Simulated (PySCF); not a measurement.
# Dipole response of In (indium, neutral)

[Kr] 4d10 5s2 5p1, 2P determinant. Calculation: PySCF 2.14, in aug-cc-pVQZ-PP with ECP28MDF; a scalar-relativistic core potential. Coupled (time-dependent) response in atomic units; α is the mean over directions.

```tsv
method	mean α (bohr³)	α xx, yy, zz	C₆ (like pair)	S(−4)
LC-wPBE	66.41	53.99, 91.26, 53.99	686.6	2295
```

S(−4) is the Cauchy moment in α(ω) = α(0) + S(−4) ω² + …

Reference α: 65 ± 4 bohr³ (recommended; Schwerdtfeger and Nagle, table of static dipole polarizabilities (2023 update)). Published C₆: 779.0 (Chu and Dalgarno (2004); Tang, Norbeck and Certain (1976)).

Spin-orbit coupling is absent.

α(iu) at LC-wPBE:

```tsv
u (hartree)	α(iu) (bohr³)
0	66.41
0.0500	61.34
0.100	51.01
0.200	33.10
0.300	22.34
0.500	12.20
0.750	7.281
1.00	5.034
1.50	2.969
2.00	2.002
3.00	1.092
5.00	0.4619
```

A single London oscillator, α(iu) = α/(1 + u²/ω²), gives C₆ = (3/4) ω α². Matching the computed C₆ needs ω = 4 × 686.6 / (3 × 66.41²) = 0.208 hartree.

The components differ because the open shell of this determinant is not spherical; for a pure term their mean is the scalar polarisability.

Energies and moments cover only the electrons outside the core potential.
